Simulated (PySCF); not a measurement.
BH$_{3}$N (calculated)

Calculation on a computer-drawn molecule: vertical ionisation energy to the stated ion spin, frozen-core CCSD(T) at the basis limit and cheaper methods, single-reference cases, UHF for radicals, no spin-orbit; all values are single points at the evaluated structure, the first of each entry, which is the reference or a displaced copy of it and isn't optimised; the reference structure only sets the zero of the energies above reference; triples share is (T) over the correlation energy. Program: PySCF 2.14.0.

```json
{"formula": "BH3N", "evaluated_structure": {"atoms_angstrom": [["B", -0.1634, 0.465, 1.8514], ["N", -0.0574, 1.7726, 1.8303], ["H", -0.9407, -0.1527, 1.1942], ["H", -0.8253, 2.4618, 1.084], ["H", 0.6845, 2.4377, 2.3918]]}, "reference_structure": {"atoms_angstrom": [["B", -0.1584, 0.5136, 1.8779], ["N", -0.0751, 1.8891, 1.8093], ["H", -0.9122, -0.1486, 1.2202], ["H", -0.6437, 2.4435, 1.1988], ["H", 0.5586, 2.4269, 2.364]]}, "given": {"charge": 0, "multiplicity": 2, "ion_multiplicity": 1, "diffuse_functions": "no", "basis": "cc-pVnZ", "reference_is": "the Hartree-Fock double-zeta minimum", "best_is": "HF at quadruple zeta + MP2 correlation extrapolated from triple and quadruple zeta + CCSD(T) minus MP2 at triple zeta", "basis_step_is": "the size of the change from the same recipe one zeta lower", "drawn_bonds_atom": [1, 1, 2, 2], "drawn_bonds_other_atom": [2, 3, 4, 5], "drawn_bonds_order": [1, 1, 1, 1]}, "results": {"ionisation_energy_best [eV]": 7.76, "ionisation_energy_basis_step [eV]": 0.02322, "energy_above_reference_best [kcal/mol]": 30.37, "energy_above_reference_basis_step [kcal/mol]": 0.03889, "triple_zeta_method": ["HF", "PBE", "r2SCAN", "B3LYP", "wB97X", "MP2", "CCSD", "CCSD(T)"], "triple_zeta_ionisation_energy [eV]": [7.353, 7.853, 7.972, 7.87, 7.679, 7.604, 7.691, 7.7], "triple_zeta_energy_above_reference [kcal/mol]": [38.39, 25.38, 28.5, 28.55, 31.36, 32.03, 31.58, 30.49], "total_energy_HF_triple_zeta [hartree]": -80.8247, "total_energy_CCSD(T)_triple_zeta [hartree]": -81.1644, "total_energy_best [hartree]": -81.2059, "T1_diagnostic_at_triple_zeta": 0.01816, "D1_diagnostic_at_triple_zeta": 0.04838, "spin_squared_at_triple_zeta": 0.7691, "ion_T1_diagnostic_at_triple_zeta": 0.01514, "ion_D1_diagnostic_at_triple_zeta": 0.0366, "triples_share_at_triple_zeta": 0.03901, "basis_functions_triple_zeta": 102, "dipole_magnitude_HF_at_triple_zeta [debye]": 2.32, "dipole_magnitude_CCSD_unrelaxed_at_triple_zeta [debye]": 2.406, "dipole_magnitude_PBE_at_triple_zeta [debye]": 2.188, "dipole_magnitude_r2SCAN_at_triple_zeta [debye]": 2.184, "dipole_magnitude_B3LYP_at_triple_zeta [debye]": 2.209, "dipole_magnitude_wB97X_at_triple_zeta [debye]": 2.398}}
```
